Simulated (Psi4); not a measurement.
Noncovalent pair: C2H2 (SMILES C#C) (first 4 atoms) with H2S (SMILES S); geometry from B3LYP-D3(BJ)/def2-TZVP, rigid monomers moved along the line of their centres of mass till C2···H7 is 4.74 Å.
(charge 0, multiplicity 1):
```xyz
7

C     -0.512     0.752     0.169
C     -0.538    -0.438     0.042
H     -0.489     1.809     0.282
H     -0.559    -1.495    -0.070
S      1.779    -0.624     5.646
H      0.526    -0.639     6.126
H      1.357    -0.426     4.385
```

Level of theory: SAPT0/jun-cc-pV(D+d)Z run with Psi4 1.11.

Problem. Give the four SAPT terms and the total, and say what mostly holds the pair together.

Solution. electrostatics -0.23, exchange 0.00, induction -0.01, dispersion -0.06, total -0.29 kcal/mol; the largest attraction is electrostatics.
